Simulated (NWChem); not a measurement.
A series in which one site is exchanged, each optimised at PBE0/def2-SVP with NWChem, gas phase unless a solvent is named. For some, no frequency run checked for a minimum. def2 effective core potentials on Sr, Te, Hg; no spin-orbit coupling.

A: Cl[Te]Cl (TeCl₂; site = Te)
B: [Cl][Zn][Cl] (ZnCl2; site = Zn)
C: [Cl][Sr][Cl] (SrCl2; site = Sr)
D: [Cl][Hg][Cl] (HgCl2; site = Hg)

Values for A:

- dipole (D), PBE0/def2-SVP: 2.22
- orbital gap (eV), PBE0/def2-SVP: 3.82
- static polarisability, CAM-B3LYP/def2-SVPD (bohr³): 69.2
- lowest singlet excitation, CAM-B3LYP/def2-SVPD, TDA (eV): 2.38

Q: How do these values change for the other members?

A: 
```
change from A                                                 B      C      D
--------------------------------------------------------  -----  -----  -----
dipole (D), PBE0/def2-SVP                                 -2.22  +2.14  -2.22
orbital gap (eV), PBE0/def2-SVP                           +3.46  +1.77  +2.51
static polarisability, CAM-B3LYP/def2-SVPD (bohr³)        -20.1  -10.0   -9.1
lowest singlet excitation, CAM-B3LYP/def2-SVPD, TDA (eV)  +3.65  +2.53  +2.73
```
